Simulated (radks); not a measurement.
Question: Valence configurations of Tm+ (all share [Xe]). Method: scalar-relativistic Kohn-Sham, PBEsol, spin-polarised, spherical densities, finite nucleus; open shells are filled with parallel spins first (spin-orbit coupling, left out, can overturn this in heavy ions); Fermi nuclear charge, rms radius 5.2256 fm; computed with a radial shooting solver on a logarithmic mesh with Libxc functionals. Order these by energy: 4f10 5d3 6s1; 4f12 6s1.5 6p0.5; 4f12.5 6s1 6p0.5; 4f13 6s1; 4f11 5d2.5 6s0.5; 4f9 5d3 6s2; 4f10 5d2 6s2; 4f11 5d2 6s1; 4f14; 4f12 6s2.

Answer: From the lowest, in eV above it: 4f13 6s1 0.000; 4f14 2.304; 4f12.5 6s1 6p0.5 2.670; 4f12 6s2 3.664; 4f12 6s1.5 6p0.5 5.617; 4f11 5d2 6s1 13.515; 4f11 5d2.5 6s0.5 14.078; 4f10 5d3 6s1 27.712; 4f10 5d2 6s2 29.799; 4f9 5d3 6s2 51.175. NIST lists [Xe] 4f13 6s1 as the ground configuration; this level of theory agrees among the configurations tried. The energies are those of spherical high-spin densities, not of single terms.
